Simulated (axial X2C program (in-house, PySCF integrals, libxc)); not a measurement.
Spin–orbit effects down a group: molecules with F (ions), HF

Computed with an in-house relativistic program for diatomic molecules, spin-free (one-electron X2C) or two-component (2c: spin–orbit coupling with atomic mean-field Coulomb and Gaunt terms, which also bring small scalar terms), in Dyall basis sets with cores contracted in-house; open shells are unrestricted.

Basis sets: F dyall-av3z, Mn dyall-cv3z, Re dyall-cv3z, Tc dyall-cv3z.

```json
{"molecule": "MnF⁺", "spin-free state": "M_S = 5/2, Λ = 0", "Re (Å)": "1.775", "ωe (cm⁻¹)": "744.0", "De (eV)": "1.75", "2c state": "Ω = 5/2", "Re 2c (Å)": "1.775", "ωe 2c (cm⁻¹)": "743.7", "De 2c (eV)": "1.74"}
{"molecule": "TcF⁺", "spin-free state": "M_S = 5/2, Λ = 0", "Re (Å)": "1.885", "ωe (cm⁻¹)": "663.4", "De (eV)": "1.71", "2c state": "Ω = 5/2", "Re 2c (Å)": "1.885", "ωe 2c (cm⁻¹)": "663.3", "De 2c (eV)": "1.70"}
{"molecule": "ReF⁺", "spin-free state": "M_S = 5/2, Λ = 0", "Re (Å)": "1.827", "ωe (cm⁻¹)": "731.9", "De (eV)": "1.45", "2c state": "Ω = 5/2", "Re 2c (Å)": "1.827", "ωe 2c (cm⁻¹)": "729.9", "De 2c (eV)": "1.45"}
```

Work out the shifts from the spin-free to the two-component result.



```csv
molecule,2c state,ΔRe (Å),Δωe (cm⁻¹),ΔDe (eV)
MnF⁺,Ω = 5/2,0.000,-0.3,-0.01
TcF⁺,Ω = 5/2,0.000,-0.1,-0.01
ReF⁺,Ω = 5/2,0.000,-2.0,0.00
```

Shifts of one unit in the last digit are rounding.

Fragments in 2c: Mn+ + F, Tc+ + F, Re+ + F. Each entry is the lowest single determinant of a limited PBE0 search at one distance. De goes to single-determinant-based atoms at the same level (for ions the charge split of lowest energy) and is withheld (n/a) where an atom does not fit its ground term or J level. Main or longest-lived isotopes. One determinant is a doubtful description, or other states lie close, for MnF⁺, TcF⁺, ReF⁺; these need not be ground states, and all values refer to the states named. With several unpaired electrons the Ω given is that of one determinant, not necessarily of the lowest component.
